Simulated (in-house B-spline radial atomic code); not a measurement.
Values are calculated unless marked as measured or tabulated.
**Extrapolating the RPA correlation energy in partial waves: Pd5+**

All-electron RPA on r2SCAN orbitals from an all-electron radial atomic-structure program (B-spline basis), scalar-relativistic (spin-free one-electron X2C), finite nucleus, configuration [Kr] 4d5, highest spin. With empty states up to angular momentum L the sums are:

| L | E_c(L) (hartree) |
| --- | --- |
| 4 | -2.667421 |
| 5 | -2.868082 |
| 6 | -2.965572 |
| 7 | -3.016977 |
| 8 | -3.045135 |
| 9 | -3.061812 |

For large l each further wave adds A/(l + 1/2)⁴, because the basis must build the cusp where two electrons meet.

Q: Estimate the limit from L = 8 and L = 9.

A: Wave 9 adds -0.016677, against a sum of (l + 1/2)⁻⁴ of 1.22774e-04, so A = -135.84. The sum over l > 9 is ζ(4, 10.5) = 3.3168e-04, close to 1/(3 × 10³) = 3.3333e-04. The tail is -0.045054 and the limit -3.10687 hartree.

Q: How good is the estimate?

A: A run to L = 11 sums to -3.07918 and extrapolates to -3.10233 hartree, 1.73 millihartree from the run before, so it has not settled and is itself too deep. The estimate differs from that by -4.53 millihartree, while the bare sum at L = 9 misses 40.5 millihartree (1.3 %).
